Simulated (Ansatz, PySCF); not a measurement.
Gas-phase reaction in SMILES: CN(C)[Si](Br)(Br)Br + 6 [H][H] (H2) -> 3 Br (HBr) + 2 C (CH4) + N (NH3) + [SiH4] (SiH4)
Each molecule is optimised on its own at B3LYP-D3(BJ)/def2-TZVP (Ansatz, a program for electronic structure), one conformer each, not searched for the lowest. Frequencies are from Ansatz or PySCF.

Quantity: energy of full hydrogenation (0 K, with B3LYP-D3(BJ) harmonic zero-point energies), in kcal/mol. Valence correlation only, unless marked. Spin-orbit coupling is left out. Frozen are the shells of the preceding noble gas and the d and f shells that filled before the atom's block. No relativistic terms. CBS marks a two-point X^-3 extrapolation of the correlation energy; Hartree-Fock from the larger set. The bracket is a focal-point correction in the basis named.

```tsv
level	program	energy of full hydrogenation (kcal/mol)
HF/6-31G	Ansatz	-14.3
HF/6-31G*	Ansatz	4.6
```

Task: What does RI-MP2/CBS(def2-TZVPPD,def2-QZVPPD)+[CCSD(T)-MP2]/def2-TZVPPD (Ansatz) give?

Result: 29.5 kcal/mol
